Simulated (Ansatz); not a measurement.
Total energies of the cluster Cu₂Br₄ from Ansatz at PBE-D4/def2-SVP, gas phase (1 Eh = 27.2114 eV = 2625.5 kJ/mol). The reference geometry is relaxed at r2SCAN-D4/def2-SVP.

```xyz
6

Cu    0.9642   -0.2410    0.8746
Cu   -0.9617    0.2399   -0.8775
Br    0.5491    1.8502   -0.1400
Br   -0.5522   -1.8490    0.1436
Br   -2.7276   -0.2017   -2.1968
Br    2.7282    0.2015    2.1961
```

```json
{"state": "charge 0 singlet", "geometry": "reference", "energy (Eh)": "-13574.11959"}
{"state": "charge -1 doublet", "geometry": "reference", "energy (Eh)": "-13574.26551"}
{"state": "charge -1 doublet", "geometry": "relaxed at r2SCAN-D4/def2-SVPD", "energy (Eh)": "-13574.27061"}
{"state": "free Cu atom (doublet)", "geometry": "–", "energy (Eh)": "-1639.97485"}
{"state": "free Br atom (doublet)", "geometry": "–", "energy (Eh)": "-2573.40726"}
```

(1) Work out the vertical electron affinity, to the doublet.

(2) How much does the charge -1 doublet relax, and what is the adiabatic electron affinity?

(3) What is the binding energy per atom against free atoms?

(1) E(charge 0 singlet) − E(charge -1 doublet) = -13574.11959 − (-13574.26551) = 0.14592 Eh = 3.97 eV. The basis lacks diffuse functions, which makes affinities too small.

(2) Relaxation: -13574.26551 − (-13574.27061) = 0.00510 Eh = 0.14 eV. Adiabatic electron affinity: 0.15102 Eh = 4.11 eV, without zero-point energy. 

(3) Atoms: 2 × (-1639.97485) + 4 × (-2573.40726) = -13573.57874 Eh. Binding: -13573.57874 − (-13574.11959) = 0.54085 Eh = 14.72 eV, or 2.45 eV for each of 6 atoms (no zero-point energy, no counterpoise term).

A triplet lies near this restricted singlet, and broken spin symmetry wasn't tried. 

The structure comes from a short search, and lower isomers may exist.
